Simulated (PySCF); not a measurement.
# C₆ coefficients of unlike pairs at PBE

Calculated with PySCF 2.14 from the dipole response of each species, C₆(A,B) = (3/π) ∫ α_A(iu) α_B(iu) du, in atomic units, from isotropic polarisabilities. For ions this is the dispersion term alone; charge-induced terms of lower order in 1/R come first.

```
species       configuration                                                                      basis      relativity  α (bohr³)  C₆ (like pair)
     Pd      [Kr] 4d10 (1S)                                  aug-cc-pwCVDZ-PP with ECP28MDF (6s6p5d3f)  core potential      25.04           141.0
    Co⁺       [Ar] 3d8 (3F)                                                aug-cc-pwCVTZ (10s9p7d4f3g)            none      9.445           31.64
     Ti   [Ar] 3d2 4s2 (3F)                                                     aug-cc-pVDZ (7s6p4d2f)            none      106.8            1234
    Ga⁺  [Ar] 3d10 4s2 (1S)  x2c-TZVPPall with one added diffuse shell each of s, p, d type (7s6p5d1f)   spin-free X2C      17.25           84.41
```

(1) Estimate C₆ for Ga⁺ with Pd.

No spin-orbit coupling is included.

The other pairs:

```tsv
pair	C₆
Ga⁺, Ti	293.8
Ti, Co⁺	165.2
Co⁺, Pd	66.12
Ti, Pd	376.1
Ga⁺, Co⁺	49.92
```

## Answers

(1) The integral gives 106.7. The combination rule 2 C_A C_B / (C_A α_B/α_A + C_B α_A/α_B) gives 108.3 and the geometric mean 109.1.
